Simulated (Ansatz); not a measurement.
Geometry optimisation, Ansatz 0.2.0, RKS PBE0/def2-SVPD.

The input (input.yaml):

```yaml
crystal:
  periodic: [false, false, false]
  atoms:
    - { symbol: B, position_ang: [-0.285809, -0.696743, -0.15256] }
    - { symbol: F, position_ang: [0.258224, -0.865357, 1.080213] }
    - { symbol: F, position_ang: [0.438043, -0.943508, -1.216803] }
    - { symbol: F, position_ang: [-1.542719, -0.34168, -0.260209] }
    - { symbol: H, position_ang: [0.63679, 1.226044, 0.556564] }
    - { symbol: H, position_ang: [0.495371, 1.621244, -0.007104] }
basis:
  gaussian: { orbitals: def2-SVPD }
hamiltonian:
  xc: pbe0
relax:
  f_tol: 0.03
  max_steps: 50
```

Command:

```bash
$ ansatz run input.yaml --threads 2 --pin off --max-ram 3072MiB --backend cpu --events-out ev --progress --plain --runs-dir out
```

**Question.** Where does it end, and by what steps?

**Answer.** The run converged. After 5 steps the energy has fallen by 0.160 eV; H5 moved furthest, 0.35 Å.

```
step  energy less start (eV)  largest force component (eV/Å)  accepted
   0                  0.0000                           1.977       yes
   1                 -0.1159                           1.089       yes
   2                 -0.0883                           1.148        no
   3                 -0.1395                           0.926       yes
   4                 -0.1592                           0.097       yes
   5                 -0.1596                           0.005       yes
```

```xyz
6
Properties=species:S:1:pos:R:3
B -0.312 -0.823 -0.127
F 0.153 -1.168 1.053
F 0.440 -0.964 -1.196
F -1.538 -0.363 -0.242
H 0.756 1.550 0.597
H 0.501 1.769 -0.085
```

Whether the end is a true minimum wasn't checked by a vibrational analysis.

The run took 9.1 s on 2 threads of Arm Neoverse V1, with other jobs on the host, peak memory 0.17 GiB.
